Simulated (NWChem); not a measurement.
System: ZnHSeI; SMILES [Zn]([SeH])[I]

```xyz
4

Zn     0.0160     0.5028     0.0000
I     -0.1425    -1.9248     0.0000
Se     0.1776     2.7848     0.0000
H     -1.2919     2.8977     0.0000
```
Atoms are numbered in this order, from 1.

Structure relaxed at the PBE0/def2-SVP level. Not confirmed as a minimum by frequencies. def2 effective core potentials on I; no spin-orbit coupling.

Question: List the 4 lowest vertical singlet excitations from B3LYP/def2-SVPD with def2 effective core potentials on I, TDA (NWChem).

Answer: 
```csv
state,energy (eV),oscillator strength,leading excitation (squared amplitude)
S1,4.15,0.010,HOMO → LUMO (0.99)
S2,4.76,0.018,HOMO−1 → LUMO (0.99)
S3,4.81,0.024,HOMO−2 → LUMO (0.79)
S4,4.83,0.010,HOMO → LUMO+1 (0.78)
```
